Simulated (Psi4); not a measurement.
C3F6, charge -1, doublet, geometry from GFN2-xTB (a state made from the parent by changing its charge; the spin is typed, not shown lowest) (a gas-phase anion, which may not be bound at this level). Base run: SVWN/def2-SVP run with Psi4 1.11.

The Psi4 input:
```
memory 2 GB

molecule mol {
-1 2
F     2.619614   -0.161680    0.517229
C     1.292709    0.237036    0.653388
F     1.278469    1.569406    0.298047
C     0.329334   -0.580387   -0.062070
F     0.152741   -1.847791    0.532463
C    -0.976512    0.000658   -0.370303
F    -1.738566    0.559971    0.673878
F    -0.908529    1.009251   -1.263979
F    -1.834084   -0.900695   -0.904982
}

set {
  basis def2-svp
  reference uks
}

energy('svwn')
print_variables()
```

Each row names what was changed in the base input (with any setting that the change needs).

| change | ΔE vs base (mEh) | point group used | SCF cycles |
|---|---|---|---|
| base | 0.000 | c1 | 10 |
| molecule keys = no_reorient | 0.000 | c1 | 10 |
| molecule keys = symmetry c1 | 0.000 | c1 | 10 |
| jitter_ang = 0.002 | -0.074 | c1 | 10 |
| molecule keys = symmetry c1, no_reorient, no_com | 0.000 | c1 | 10 |

Open shells are given as the SCF converged; they aren't shown to be the lowest states, and a large step between rows can be another state.

A gas-phase anion may not be bound at this level; its values then depend on the basis.
